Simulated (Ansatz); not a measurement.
Consider the isomerisation: `BNC(F)S` → `CSB(N)F`.

Calculated with Ansatz (gas phase, PBE0-D4/def2-TZVP geometries, no zero-point term in ΔE). CCSD(T)/CBS adds triple-zeta CCSD(T) − MP2 to the extrapolated MP2 energy (def2 sets, frozen cores). Functionals use def2-TZVPP. B3LYP here is the variant with VWN-RPA as its local correlation; programs differ in this. Each species was taken in one conformer, which may not be the lowest.

| level | ΔE (kJ/mol) | difference from CCSD(T)/CBS |
| --- | --- | --- |
| PBE-D4 | -313.7 | 10.9 |
| r2SCAN-D4 | -327.3 | -2.7 |
| PBE0-D4 | -322.5 | 2.1 |
| B3LYP-D4 | -318.8 | 5.8 |
| ωB97X-V | -315.2 | 9.4 |
| ωB97M-V | -319.5 | 5.1 |
| B2PLYP | -324.5 | 0.1 |
| PBE | -314.6 | 10.0 |
| r2SCAN | -327.5 | -2.9 |
| PBE0 | -323.2 | 1.4 |
| B3LYP | -320.3 | 4.3 |
| HF/def2-TZVPP | -330.7 | -6.1 |
| MP2/def2-TZVPP | -332.8 | -8.2 |
| SCS-MP2/def2-TZVPP | -325.0 | -0.4 |
| CCSD/def2-TZVPP | -323.6 | 1.0 |
| CCSD(T)/def2-TZVPP | -321.2 | 3.4 |
| HF/def2-QZVPP | -330.6 | -6.0 |
| MP2/def2-QZVPP | -334.7 | -10.1 |
| SCS-MP2/def2-QZVPP | -327.6 | -3.0 |
| HF/CBS(def2) | -330.6 | -6.0 |
| MP2/CBS(def2) | -336.2 | -11.6 |
| CCSD/CBS(def2) | -327.0 | -2.4 |
| CCSD(T)/CBS | -324.6 | 0 |

Largest T1 diagnostic among the species: 0.013.

From PBE to PBE0 (25 % exact exchange), in def2-TZVPP and without D4, ΔE moves by −8.6 kJ/mol.
